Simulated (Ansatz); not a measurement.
Two isomers of C2H6FNOSi: A = `FC1OCN1[SiH3]`, B = `N[Si]1(F)CCO1`.

Calculated with Ansatz (gas phase, PBE0-D4/def2-TZVP geometries, no zero-point term in ΔE). CCSD(T)/CBS is the MP2 limit (def2-TZVPP, def2-QZVPP) plus CCSD(T) − MP2 in def2-TZVPP, frozen cores. Functionals use def2-TZVPP. B3LYP here is the variant with VWN-RPA as its local correlation; programs differ in this. One conformer a species, not always the lowest.

Task: Which isomer does CCSD(T)/CBS put lower? Give the gap. (Estimate.)

Result: The calculation gave: B, by 111.6 kcal/mol.

Task: Give E(B) − E(A) in kcal/mol with r2SCAN-D4, CCSD(T)/def2-TZVPP, B3LYP-D4, MP2/def2-TZVPP, ωB97M-V, B2PLYP, B3LYP. (Best estimate.)

Result: The calculation gave: r2SCAN-D4 -109.0, CCSD(T)/def2-TZVPP -108.4, B3LYP-D4 -106.5, MP2/def2-TZVPP -113.3, ωB97M-V -108.7, B2PLYP -109.2, B3LYP -106.5. None reverses the order clearly.

Largest T1 diagnostic: 0.012.

From PBE to PBE0 (25 % exact exchange), in def2-TZVPP and without D4, E(B) − E(A) moves by −2.9 kcal/mol. In def2-TZVPP, CCSD(T) changes the Hartree–Fock value by −2.9 kcal/mol (the triples alone add +0.5 kcal/mol) and MP2 by −7.8 kcal/mol.
